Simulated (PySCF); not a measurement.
## Working out the ionisation energy of Ce

Ce [Xe] 4f1 5d1 6s2 (high-spin determinant) → Ce⁺ [Xe] 4f1 5d2 (high-spin determinant). All numbers are calculated (PySCF 2.14, the spin-free X2C one-electron Hamiltonian (Gaussian nucleus), in ANO-RCC-VTZP (8s7p5d3f2g1h, 104 functions)). Frozen: [Ar] 3d10. Energies in hartree (1 hartree = 27.21139 eV):

| part | Ce (lower) | Ce⁺ (upper) |
| --- | --- | --- |
| UHF | -8855.942830 | -8855.780259 |
| MP2 opposite-spin | -0.535418 | -0.501162 |
| MP2 same-spin | -0.289393 | -0.278407 |

Task: What does Hartree-Fock give?

Result: (-8855.780259) − (-8855.942830) = 0.162571 hartree = 4.424 eV.

Task: What do MP2 and SCS-MP2 (6/5 opposite-spin, 1/3 same-spin) give?

Result: The opposite-spin parts differ by 0.932 eV and the same-spin parts by 0.299 eV. MP2: 4.424 + (0.932) + (0.299) = 5.655 eV. SCS-MP2: 4.424 + 1.2 × (0.932) + (0.299)/3 = 5.642 eV.

A first-order spin-orbit estimate adds -0.035 eV to MP2 (valence and next inner shell), giving 5.620 eV against 5.539 eV (measured; NIST Atomic Spectra Database, ionization energies).

One determinant mixes LS terms, so it does not stand for a single term.

What remains against the reference includes basis incompleteness, the frozen core and correlation beyond second order.
